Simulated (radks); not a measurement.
The numbers below are computed, except where a source is named.
Task: Ar2.6+, 15.4 electrons, occupied as [He] 2s2 2p(up 3, down 2.4) 3s2 3p4 (fractional occupations, a model configuration). Code: a radial shooting solver on a logarithmic mesh with Libxc functionals. Model: scalar-relativistic Kohn-Sham, BLYP, spin-polarised, spherical densities, point nucleus; open shells are filled with parallel spins first. Some entries of the table are withheld. Estimate them.

orbital  occ.  eigenvalue (hartree)  <r^2> (bohr^2)
1s up       1             -117.2422        0.009884
1s down     1             -117.1711        0.009873
2s up       1                   (1)          0.1980
2s down     1                   (2)          0.1986
2p up       3             -10.62126          0.1687
2p down   2.4             -10.49291          0.1697
3s up       1              -2.31583             (3)
3s down     1              -2.20814             (4)
3p up       3              -1.73648           2.169
3p down     1              -1.63488           2.254

Result: 
(1) 2s up eigenvalue (hartree): -13.00926
(2) 2s down eigenvalue (hartree): -12.90130
(3) 3s up <r^2> (bohr^2): 1.840
(4) 3s down <r^2> (bohr^2): 1.880
